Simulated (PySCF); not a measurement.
2,2,2-trifluoroacetaldehyde (C2HF3O), SMILES O=CC(F)(F)F. Atoms are numbered in the order given.

```xyz
7

F      0.4387     1.0230     1.0944
C     -0.0074     0.3660     0.0000
F     -1.3422     0.3679     0.0000
F      0.4387     1.0230    -1.0944
C      0.5743    -1.0670     0.0000
O     -0.1153    -2.0553     0.0000
H      1.7037    -1.0782     0.0000
```

Geometry optimised at PBE-D3(BJ)/def2-SVP.

Computed with PySCF with PBE0/pcSseg-1.

GIAO shieldings, no solvent; atoms alike by connectivity are averaged. δ = σ(ref) − σ: ¹⁹F against CFCl3 (σ = 167.2 ppm); ¹³C against TMS (σ = 186.3 ppm); ¹⁷O against H2O (σ = 334.2 ppm); ¹H against TMS (σ = 31.56 ppm), references at their B3LYP-D3(BJ)/def2-TZVP geometries, non-relativistic.

```tsv
nucleus	atoms	count	δ (ppm)
¹⁹F	F1, F3, F4	3	-97.4
¹³C	C5	1	192.2
¹³C	C2	1	125.7
¹⁷O	O6	1	733.0
¹H	H7	1	9.74
```
